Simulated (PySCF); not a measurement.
Method: PBE-D3(BJ)/def2-TZVP // r2SCAN-D4/def2-TZVP (PySCF 2.14.0). All species are isolated molecules in the gas phase. One relaxed conformer stands for a flexible species; it need not be the lowest. Excitations are Tamm–Dancoff values on a coarser integration grid. The basis has no diffuse functions, so Rydberg states are missing or too high.

Reference species (SMILES): `[H]/B=C\B=O` (neutral, multiplicity 1).

S1 oscillator strength: 0.000
HOMO–LUMO gap: 3.33 eV
HOMO: -6.72 eV
S1 excitation (TDA): 3.35 eV

After one change: the S1 oscillator strength hardly moves; the HOMO–LUMO gap increases by 0.22 eV; the HOMO increases by 0.17 eV; the S1 excitation (TDA) rises by 0.43 eV.

Name the change that produced these shifts. The new species is one of these.
A. `C1B2OB12`
B. `OB1B=C1`
C. `C=BB=O`
D. `[H]/B=C1\BO1`

B, `OB1B=C1`
